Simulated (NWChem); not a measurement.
System: SnH$_{2}$OF$_{2}$; SMILES [SnH]([OH])([F])[F]

Input file for NWChem:

```
start job
memory heap 200 mb stack 900 mb global 1100 mb
geometry units angstroms noautoz
  Sn    -0.002379     0.000670    -0.225285
  O      1.761104    -0.199210     0.592167
  F     -1.140061    -1.384937     0.478611
  F     -0.807360     1.599997     0.484473
  H      0.042018     0.000654    -1.915778
  H      1.725097    -0.212007     1.557111
end
basis spherical
  * library def2-svp
end
ecp
  Sn library def2-ecp
end
dft
  xc xpbe96 cpbe96
  iterations 150
  vectors input atomic output neutral.movecs
end
task dft energy
charge 1
dft
  odft
  mult 2
  vectors input atomic output cation.movecs
end
task dft energy
```

Excerpt of the output:

```
             Northwest Computational Chemistry Package (NWChem) 7.3.0
             --------------------------------------------------------

 C1  symmetry detected

                             Geometry "geometry" -> ""
                             -------------------------

 Output coordinates in angstroms (scale by  1.889725989 to convert to a.u.)

  No.       Tag          Charge          X              Y              Z
 ---- ---------------- ---------- -------------- -------------- --------------
    1 Sn                  50.0000     0.00085038    -0.01423186    -0.24857991
    2 O                    8.0000     0.03620925    -1.80898183     0.52321953
    3 F                    9.0000    -1.52118053     0.91286175     0.48191035
    4 F                    9.0000     1.48158267     0.97581923     0.48410585
    5 H                    1.0000     0.00370700    -0.01504983    -1.93965319
    6 H                    1.0000     0.02048049    -1.79963150     1.48874652

 Effective nuclear repulsion energy (a.u.)     432.4068114464

 Summary of "ao basis" -> "ao basis" (spherical)
 ------------------------------------------------------------------------------
       Tag                 Description            Shells   Functions and Types
 ---------------- ------------------------------  ------  ---------------------
 Sn                         def2-svp                10       26   4s4p2d
 O                          def2-svp                 6       14   3s2p1d
 F                          def2-svp                 6       14   3s2p1d
 H                          def2-svp                 3        5   2s1p

            General Information
            -------------------
          SCF calculation type: DFT
          Wavefunction type:  closed shell.
          No. of atoms     :     6
          No. of electrons :    50
           Alpha electrons :    25
            Beta electrons :    25
          Charge           :     0
          Spin multiplicity:     1
          Use of symmetry is: off; symmetry adaption is: off
          Maximum number of iterations: 150
          AO basis - number of functions:    78
                     number of shells:    34
          Convergence on energy requested:  1.00D-06
          Convergence on density requested:  1.00D-05
          Convergence on gradient requested:  5.00D-04

              XC Information
              --------------
          PerdewBurkeErnzerhof Exchange Functional  1.000
            Perdew 1991 LDA Correlation Functional  1.000 local
           PerdewBurkeErnz. Correlation Functional  1.000 non-local

             Grid Information
             ----------------
          Grid used for XC integration:  medium
          Radial quadrature: Mura-Knowles
          Angular quadrature: Lebedev.
          Tag              B.-S. Rad. Rad. Pts. Rad. Cut. Ang. Pts.
          ---              ---------- --------- --------- ---------
          Sn                  1.45      123           8.0       590
          O                   0.60       49           9.0       434
          F                   0.50       49           9.0       434
          H                   0.35       45          11.0       434
          Grid pruning is: on
          Number of quadrature shells:   360
          Spatial weights used:  Erf1

      Superposition of Atomic Density Guess
      -------------------------------------

 Sum of atomic energies:        -523.37047763

      Non-variational initial energy
      ------------------------------

 Total energy =    -487.732968
 1-e energy   =   -1193.920095
 2-e energy   =     487.626472
 HOMO         =      -0.458718
 LUMO         =      -0.049178

   convergence    iter        energy       DeltaE   RMS-Dens  Diis-err
 ---------------- ----- ----------------- --------- --------- ---------
 d= 0,ls=0.0,diis     1   -489.7844034032 -7.08D+02  4.12D-02  1.41D+00
 d= 0,ls=0.0,diis     2   -488.9682733415  8.16D-01  2.65D-02  1.01D+01
 d= 0,ls=0.0,diis     3   -489.9664978129 -9.98D-01  3.57D-03  4.34D-02
 d= 0,ls=0.0,diis     4   -489.9617447394  4.75D-03  2.32D-03  9.23D-02
 d= 0,ls=0.0,diis     5   -489.9708359744 -9.09D-03  3.27D-04  1.34D-03
  Resetting Diis
 d= 0,ls=0.0,diis     6   -489.9709704502 -1.34D-04  8.71D-05  2.47D-05
 d= 0,ls=0.0,diis     7   -489.9709737294 -3.28D-06  4.63D-05  1.85D-06
 d= 0,ls=0.0,diis     8   -489.9709735775  1.52D-07  2.29D-05  3.39D-06
 d= 0,ls=0.0,diis     9   -489.9709740410 -4.63D-07  5.55D-06  3.97D-07

         Total DFT energy =     -489.970974040954
      One electron energy =    -1195.895093765534
           Coulomb energy =      535.478648371269
    Exchange-Corr. energy =      -48.115183575633
 Nuclear repulsion energy =      218.560654928944

 Numeric. integr. density =       49.999984927888

                       DFT Final Molecular Orbital Analysis
                       ------------------------------------

 Vector   23  Occ=2.000000D+00  E=-3.154856D-01
              MO Center= -6.7D-03,  8.9D-01,  4.6D-01, r^2= 2.8D+00
   Bfn.  Coefficient  Atom+Function         Bfn.  Coefficient  Atom+Function
  ----- ------------  ---------------      ----- ------------  ---------------
    58      0.393067  4 F  px                44      0.383117  3 F  px
    61     -0.278122  4 F  px                47     -0.271140  3 F  px
    45      0.193663  3 F  py                60     -0.184862  4 F  pz
    46      0.183516  3 F  pz                59     -0.181157  4 F  py
    48     -0.137465  3 F  py                63      0.132083  4 F  pz

[...]
```

Level: PBE/def2-SVP with def2 effective core potentials on Sn, vertical spin-unrestricted ions. Geometry: optimised at PBE0/def2-SVP. No frequency run checked for a minimum. def2 effective core potentials on Sn; no spin-orbit coupling.
